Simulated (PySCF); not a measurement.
PySCF 2.14 output of an unrestricted M06-2X calculation on a single atom or ion in x2c-SVPall (6s5p5d1f, 53 functions), with scalar relativity by spin-free X2C-1e:

```
SCF conv_tol = 1e-09
number electrons alpha = 22  beta = 18
    Y. Zhao and D. G. Truhlar.,  Theor. Chem. Acc. 120, 215 (2008)
    Y. Zhao and D. G. Truhlar.,  Theor. Chem. Acc. 120, 215 (2008)
cycle= 1 E= -4283.26359406162  delta_E= -0.00305  |g|= 0.00979  |ddm|= 0.0706
cycle= 2 E= -4283.26362633764  delta_E= -3.23e-05  |g|= 0.00274  |ddm|= 0.0127
cycle= 3 E= -4283.26362800665  delta_E= -1.67e-06  |g|= 0.000874  |ddm|= 0.00252
cycle= 4 E= -4283.26362816391  delta_E= -1.57e-07  |g|= 5.22e-05  |ddm|= 0.000761
cycle= 5 E= -4283.26362816737  delta_E= -3.46e-09  |g|= 1.25e-05  |ddm|= 0.00014
cycle= 6 E= -4283.26362816769  delta_E= -3.21e-10  |g|= 2.45e-06  |ddm|= 5e-05
converged SCF energy = -4283.26362816769  <S^2> = 6.0002495  2S+1 = 5.0000998
```

The run itself started from symmetry-adapted Hartree-Fock orbitals and held the occupation by maximum overlap, on a logarithmic radial grid, so the iterations belong to that start.

Question: Which element, charge and spin multiplicity is this?

Answer: Tc³⁺ (technetium, charge +3), multiplicity 5; the state was [Kr] 4d4, high-spin 5D determinant.
